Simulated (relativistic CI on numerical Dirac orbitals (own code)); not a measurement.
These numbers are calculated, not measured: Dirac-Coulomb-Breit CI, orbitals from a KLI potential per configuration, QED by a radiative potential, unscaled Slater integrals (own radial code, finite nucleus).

CI space (outside the closed core 1s2): 2s²2p⁶, 2s²2p⁵3s, 2s²2p⁵3p, 2s²2p⁵3d, 2s2p⁶3s, 2s2p⁶3p, 2s2p⁶3d, 2s²2p⁵4s, 2s²2p⁵4p, 2s²2p⁵4d, 2s²2p⁵4f, 2s2p⁶4s, 2s2p⁶4p, 2s2p⁶4d, 2s²2p⁴3s², 2s2p⁶4f, 2s²2p⁵5s, 2s²2p⁵5p, 2s²2p⁴3s3p, 2s²2p⁵5d, 2s²2p⁵5f, 2s²2p⁵5g, 2s²2p⁴3p², 2s²2p⁴3s3d, 2s²2p⁴3p3d, 2s2p⁵3s², 2s²2p⁴3d², 2s2p⁵3s3p, 2s2p⁶5s, 2s2p⁵3p², 2s2p⁶5p, 2s2p⁵3s3d, 2s2p⁶5d, 2s2p⁶5f, 2s2p⁶5g, 2s2p⁵3p3d. Levels of other configurations are missing.

At this charge energies of transitions that change n are usually good to better than 1 %, and those within a shell (Δn = 0) to a few per cent.

Outline of the computed level scheme of Rh XXXVI. Lowest level of each configuration: 2s²2p⁶ ¹S0 at 0.00 eV; 2s²2p⁵3s ³P°2 at 2787.78 eV; 2s²2p⁵3p ³P1 at 2859.10 eV; 2s²2p⁵3d ³P°0 at 2982.99 eV; 2s2p⁶3s ³S1 at 3182.62 eV; 2s2p⁶3p ³P°0 at 3255.06 eV; 2s2p⁶3d ³D1 at 3381.79 eV; 2s²2p⁵4s ³P°2 at 3802.22 eV; 2s²2p⁵4p ³P1 at 3831.84 eV.

Some strong electric-dipole decays among the lowest 45 levels: 2s²2p⁵3d ¹P°1 → 2s²2p⁶ ¹S0 (2.6e+14 s⁻¹); 2s²2p⁵3d ¹P°1 → 2s²2p⁶ ¹S0 (2.3e+14 s⁻¹); 2s2p⁶3p ¹P°1 → 2s²2p⁶ ¹S0 (5.0e+13 s⁻¹); 2s2p⁶3p ³P°1 → 2s²2p⁶ ¹S0 (1.8e+13 s⁻¹); 2s²2p⁵3s ¹P°1 → 2s²2p⁶ ¹S0 (1.6e+13 s⁻¹); 2s²2p⁵3s ³P°1 → 2s²2p⁶ ¹S0 (1.2e+13 s⁻¹); 2s²2p⁵4s ¹P°1 → 2s²2p⁶ ¹S0 (5.3e+12 s⁻¹); 2s²2p⁵4p ³P1 → 2s²2p⁵3s ³P°2 (5.0e+12 s⁻¹).

LS names give the leading component of a level, which can be under half, so a name can repeat, a term be missing and a line seem to break the LS rules.
